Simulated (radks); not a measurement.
Dynamic dipole polarisability and lines of the gadolinium ion Gd18+, [Kr] 4d10. Calculated with a radial shooting solver on a logarithmic mesh with Libxc functionals: scalar-relativistic Kohn-Sham, PBE, spin-polarised, spherical densities, finite nucleus; Fermi nuclear charge, rms radius of each element as measured or else 0.836 A^(1/3) + 0.57 fm. Time-dependent linear response with the Hartree and adiabatic LDA kernel, continuum included through the Sternheimer equations, no spin-orbit coupling, so fine structure and intercombination lines are absent. Lines are the poles of the dipole polarisability below minus the highest occupied eigenvalue, found on a grid refined at the orbital gaps; the lowest seven at most are given, and weak or close lines can be missed. The first line takes the name of the lowest orbital gap if no other gap lies below it; otherwise a line is named after a gap within 0.6 % of it, if that gap stands alone.

photon energy (eV)  alpha (bohr^3)
0                           0.1954
9.033                       0.1958
63.233                      0.2178
117.43                      0.3089
171.63                       1.301
225.83                     -0.3845
280.03                    -0.05864
334.23                     -0.1205
388.43                     0.01762
442.63                      0.1602
496.83                    -0.01077

Lines (eV, oscillator strength): 183.32 (6.763 nm, 4d-4f), f = 6.89; 216.02 (5.740 nm, unassigned), f = 0.797; 312.60 (3.966 nm, 4p-5s), f = 0.427; 322.86 (3.840 nm, unassigned), f = 0.769; 348.42 (3.558 nm, 4d-6p), f = 0.196; 400.40 (3.096 nm, unassigned), f = 0.0801; 402.33 (3.082 nm, unassigned), f = 0.691. Higher lines, where found, are left out when the end of the mesh affects them. Those listed give 91 % of the static polarisability (sum of f/w^2). Orbital energy gaps for comparison: 4d-4f 147.70 eV; 4d-5p 214.05 eV; 4p-5s 311.50 eV; 4d-5f 320.91 eV; 4d-6p 347.73 eV.
